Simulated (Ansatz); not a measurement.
Ansatz (an electronic-structure program) input (CCSD(T)/cc-pVDZ):

Ansatz 0.2 input:
```yaml
crystal:
  periodic: [false, false, false]
  atoms:
    - {symbol: C, position_ang: [2.54642667, 0.23700838, -0.55986191]}
    - {symbol: C, position_ang: [1.72521831, -0.46557447, 0.53488162]}
    - {symbol: C, position_ang: [0.56574207, 0.33518600, 1.01575747]}
    - {symbol: C, position_ang: [-0.84536566, -0.07314448, 0.78648368]}
    - {symbol: C, position_ang: [-1.33227854, 0.21735694, -0.64549244]}
    - {symbol: O, position_ang: [-2.69282600, -0.14318941, -0.84799075]}
    - {symbol: H, position_ang: [1.93715529, 0.42737322, -1.44510579]}
    - {symbol: H, position_ang: [3.40234139, -0.37219673, -0.85847960]}
    - {symbol: H, position_ang: [2.92417761, 1.19746168, -0.20396669]}
    - {symbol: H, position_ang: [2.39976269, -0.68721631, 1.37315909]}
    - {symbol: H, position_ang: [1.37636014, -1.43359292, 0.16234789]}
    - {symbol: H, position_ang: [0.76406593, 1.31551555, 1.43526675]}
    - {symbol: H, position_ang: [-1.52080436, 0.43688712, 1.47731421]}
    - {symbol: H, position_ang: [-0.95535471, -1.15235619, 0.96190699]}
    - {symbol: H, position_ang: [-0.68148013, -0.28917226, -1.36850239]}
    - {symbol: H, position_ang: [-1.27693385, 1.28784002, -0.84463847]}
    - {symbol: H, position_ang: [-2.78513904, -1.09002234, -0.69598636]}
basis:
  gaussian:
    orbitals: cc-pVDZ
magnetization: {spin_polarized: true, initial_magnetization: 1}
correlation: {method: ccsd_t, electrons: outside_noble_gas}
```

End of the output:

```
integrals: 0.51 GiB planned
1257 factors; integrals over basis functions are off by at most 1.2e-3 eV
0.59 GiB of device memory are held for the factors and their scratch space
mean field: 0.96 GiB planned
mean field evaluation 1: about -7358.1811 eV, gradient 2.7e1 eV
mean field evaluation 2: about -7358.4272 eV, gradient 2.7e1 eV
mean field evaluation 4: about -7362.6051 eV, gradient 3.6e0 eV
mean field evaluation 8: about -7362.7166 eV, gradient 1.9e-1 eV
mean field evaluation 16: about -7358.1786 eV, gradient 2.7e1 eV
mean field -7362.71731046 eV, -270.5748705304 hartree, gradient 2.8e-6 eV, S^2 0.764212; 0 other end points of the search recorded, 0 dependent functions left out
6 core orbitals not correlated
reference -7362.71731046 eV, -270.5748705304 hartree; 19, 18 occupied and 114, 115 virtual orbitals, 1257 factors
second order -23.85190220 eV of doubles, -0.00000000 eV of singles
coupled cluster: 5.60 GiB planned
cycle   1  -25.17710379 eV  change    -1.3e0 eV  update   9.8e-2
cycle   2  -25.81106052 eV  change   -6.3e-1 eV  update   2.9e-2
cycle   3  -25.92988915 eV  change   -1.2e-1 eV  update   1.4e-2
cycle   4  -25.93405722 eV  change   -4.2e-3 eV  update   4.6e-3
cycle   5  -25.93352696 eV  change    5.3e-4 eV  update   2.4e-3
cycle   6  -25.93365587 eV  change   -1.3e-4 eV  update   9.0e-4
cycle   7  -25.93344608 eV  change    2.1e-4 eV  update   4.0e-4
cycle   8  -25.93340836 eV  change    3.8e-5 eV  update   1.4e-4
cycle   9  -25.93341956 eV  change   -1.1e-5 eV  update   6.9e-5
cycle  10  -25.93339283 eV  change    2.7e-5 eV  update   2.6e-5
perturbative correction -0.72322289 eV, -0.0265779509 hartree
Total energy: -7389.37392618 eV, -271.5544830897 hartree
```

It need not be the lowest isomer of its formula.
